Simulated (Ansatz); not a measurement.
Ansatz (an electronic-structure program) input (CCSD(T)/cc-pVTZ):

Ansatz 0.2 input:
```yaml
crystal:
  periodic: [false, false, false]
  atoms:
    - {symbol: C, position_ang: [-2.77088046, -0.52147517, -0.39726479]}
    - {symbol: C, position_ang: [-1.57229449, 0.05967061, 0.25603450]}
    - {symbol: C, position_ang: [-0.29212937, -0.10046738, -0.56599864]}
    - {symbol: C, position_ang: [0.94713321, 0.44985907, 0.12188031]}
    - {symbol: C, position_ang: [2.18495583, 0.36143217, -0.75963431]}
    - {symbol: O, position_ang: [1.12232143, -0.30253991, 1.32834745]}
    - {symbol: H, position_ang: [-3.76666002, -0.21408892, -0.10888405]}
    - {symbol: H, position_ang: [-2.67936964, -1.36512490, -1.06908985]}
    - {symbol: H, position_ang: [-1.40705397, -0.40814687, 1.23773588]}
    - {symbol: H, position_ang: [-1.74126359, 1.12162099, 0.47210711]}
    - {symbol: H, position_ang: [-0.40965414, 0.40434291, -1.52867640]}
    - {symbol: H, position_ang: [-0.12371593, -1.16097177, -0.77907123]}
    - {symbol: H, position_ang: [0.76532595, 1.50355441, 0.37917854]}
    - {symbol: H, position_ang: [3.06465689, 0.74861962, -0.23894815]}
    - {symbol: H, position_ang: [2.05575464, 0.94628371, -1.67265712]}
    - {symbol: H, position_ang: [2.38013377, -0.67678707, -1.03485562]}
    - {symbol: H, position_ang: [1.90256626, 0.02690149, 1.78627883]}
basis:
  gaussian:
    orbitals: cc-pVTZ
magnetization: {spin_polarized: true, initial_magnetization: 1}
correlation: {method: ccsd_t, electrons: outside_noble_gas}
```

End of the output:

```
integrals: 6.16 GiB planned
1892 factors; integrals over basis functions are off by at most 9.0e-4 eV
1.92 GiB of device memory are held for the factors and their scratch space
mean field: 2.05 GiB planned
mean field evaluation 1: about -7359.8200 eV, gradient 3.1e1 eV
mean field evaluation 2: about -7359.8208 eV, gradient 3.1e1 eV
mean field evaluation 4: about -7364.8551 eV, gradient 4.0e0 eV
mean field evaluation 8: about -7364.9706 eV, gradient 2.0e-1 eV
mean field evaluation 16: about -7364.9609 eV, gradient 1.2e0 eV
mean field -7364.97128902 eV, -270.6577027145 hartree, gradient 2.2e-6 eV, S^2 0.763161; 0 other end points of the search recorded, 0 dependent functions left out
6 core orbitals not correlated
reference -7364.97128902 eV, -270.6577027145 hartree; 19, 18 occupied and 309, 310 virtual orbitals, 1892 factors
second order -29.58455364 eV of doubles, -0.00000000 eV of singles
coupled cluster: 50.09 GiB planned
cycle   1  -30.38757381 eV  change   -8.0e-1 eV  update   1.0e-1
cycle   2  -31.07293843 eV  change   -6.9e-1 eV  update   3.0e-2
cycle   3  -31.20647263 eV  change   -1.3e-1 eV  update   1.4e-2
cycle   4  -31.20363327 eV  change    2.8e-3 eV  update   4.2e-3
cycle   5  -31.20322684 eV  change    4.1e-4 eV  update   2.1e-3
cycle   6  -31.20378998 eV  change   -5.6e-4 eV  update   7.8e-4
cycle   7  -31.20363689 eV  change    1.5e-4 eV  update   3.3e-4
cycle   8  -31.20362813 eV  change    8.8e-6 eV  update   1.0e-4
cycle   9  -31.20364592 eV  change   -1.8e-5 eV  update   4.6e-5
cycle  10  -31.20362179 eV  change    2.4e-5 eV  update   1.6e-5
perturbative correction -1.19770075 eV, -0.0440146906 hartree
Total energy: -7397.37261155 eV, -271.8484293552 hartree
```

It need not be the lowest isomer of its formula.
